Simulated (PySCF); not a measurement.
A calculated (UHF, PySCF 2.14, Sapporo-DZP-2012, scalar relativity by spin-free X2C-1e) atom or ion has these occupied shells.

```csv
shell,electrons,orbital energy (eV),"rms radius, mean of both spins (bohr)"
1s,2,-1899.1,0.129
2s,2,-189.73,0.612
2p,6,-137.29,0.598
3s,2,-32.216,2.12
```

Name the element and its charge.

Si²⁺ (silicon, charge +2), in [Ne] 3s2, closed-shell 1S.
